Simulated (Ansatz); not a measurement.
A structure relaxed at PBE-D4/def2-SVP in Ansatz, charge 0, singlet:

```xyz
20

Sc    1.4853    0.5760   -1.3374
Sc    4.4236    2.7981    0.0632
Sc    0.5853   -1.9046    0.1588
Sc   -0.8574    1.2093    0.5766
Sc   -1.5639   -3.8050    0.2076
Sc   -1.1771   -0.9652   -1.8536
Sc    2.0742    1.7351    1.4036
Sc   -3.2119   -0.6103    0.2316
O     2.8481    1.9424   -0.5765
O    -0.0541   -3.4336    1.2015
O     1.0918   -1.2617   -1.7069
O    -0.3935    0.9970   -1.4615
O    -1.2142   -0.8994    0.2536
O     3.8524    2.6235    1.7627
O    -2.6540    0.8807    1.6528
O     1.3068    0.0051    0.6615
O    -2.9332    1.4046    0.2771
O    -0.8958   -2.9292   -1.2860
O    -3.0737   -0.8351   -1.6333
O     0.3614    2.4721    1.4049
```

**Question.** Give its formula.

**Answer.** Sc₈O₁₂.

**Question.** Summarise the bond lengths by kind (pairs closer than 1.2 times the sum of covalent radii, bridged metal pairs left out).

**Answer.** 32 × O–Sc 1.80 to 2.48 Å; 1 × O–O 1.50 Å; 1 × Sc–Sc 3.59 Å.

Single mean-field runs in def2-SVP are fitted with def2-universal-jkfit. The structure holds one bond between oxygen atoms, so isomers without such links may lie far lower. The restricted singlet is unstable: a solution with broken spin symmetry lies lower. Another isomer (singlet) lies 3.40 eV lower at PBE0-D4/def2-TZVP; other spin states weren't run for this one.
